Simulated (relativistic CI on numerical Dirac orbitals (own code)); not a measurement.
## Crystal-field levels of Ti2+, 3d2

Calculated by Dirac-Coulomb-Breit CI, separate exchange-only KLI orbitals for each configuration, model QED, valence Slater integrals scaled by 0.8, one configuration in a parametric crystal field (own radial code).

Field parameters in Wybourne normalisation: Oh B⁴₀ = 21Dq, B⁴₄ = √(5/14) B⁴₀. The field is a parameter set, without covalency.

S is read from ⟨S²⟩ = S(S + 1).

Levels (cm⁻¹, degeneracy): 0 (2), 3 (3), 147 (3), 218 (1), 9836 (3), 9931 (1), 10008 (2), 10009 (3), 10113 (3), 10268 (2), 19391 (1), 19445 (3).

Which field gives this pattern?
A. Oh, 10Dq = 8450 cm⁻¹
B. Oh, 10Dq = 3250 cm⁻¹
C. Oh, 10Dq = 18850 cm⁻¹
D. Oh, 10Dq = 11050 cm⁻¹

D. Oh, 10Dq = 11050 cm⁻¹, ground level with S = 1.00.
